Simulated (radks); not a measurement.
Results of a calculation; reference values are marked as such.
Species: Ir2+. Configuration: [Xe] 4f14 5d6 6s1 (not the ground configuration). Level of theory: Dirac Kohn-Sham, LDA (Slater exchange, Perdew-Wang correlation), spin-unpolarised, spherical densities, finite nucleus; open shells are shared between the two j in proportion to 2j + 1; Fermi nuclear charge, rms radius 5.4032 fm (a radial shooting solver on a logarithmic mesh with Libxc functionals).

X-ray form factor f0, the Fourier transform of the density (f0(0) = 75):

sin(theta)/lambda (1/angstrom)  f0 (electrons)
0.05                                    74.183
0.1                                     71.935
0.15                                    68.738
0.2                                     65.101
0.25                                    61.388
0.3                                     57.801
0.4                                     51.289
0.5                                     45.714
0.6                                     40.957
0.8                                     33.262
1                                       27.319
1.25                                    21.901
1.5                                     18.349
2                                       14.416
